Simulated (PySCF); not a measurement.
C₄H₂BrCl, SMILES C(/C#C)(=C/Br)Cl. Atoms are numbered in the order given.

```xyz
8

C      2.5520     1.1002     0.0000
C      1.3402     1.0540     0.0000
C     -0.0763     1.0202     0.0000
Cl    -0.8712     2.5686     0.0000
C     -0.8397    -0.0874     0.0000
Br    -0.1355    -1.8085     0.0000
H      3.6262     1.1352     0.0000
H     -1.9287    -0.0268     0.0000
```
Charge 0, spin multiplicity 1.

Geometry: PBE0-D3(BJ)/def2-SVP. The structure was generated by enumeration; whether it is a known compound was not checked.

The numbers are results of PBE/def2-TZVP in PySCF, not measurements.

Symmetry labels are those of the subgroup Cs that the program uses (full group Cs).

Computed valence orbital energies around the gap with their symmetry:
```
orbital  symmetry  energy (eV)
-------  --------  -----------
HOMO−7         A'       -10.19
HOMO−6         A"       -10.10
HOMO−5         A"        -8.25
HOMO−4         A'        -8.09
HOMO−3         A"        -7.65
HOMO−2         A'        -7.49
HOMO−1         A'        -7.13
HOMO           A"        -6.02
LUMO           A"        -2.50
LUMO+1         A'        -1.64
LUMO+2         A'        -0.89
LUMO+3         A'         0.75
```
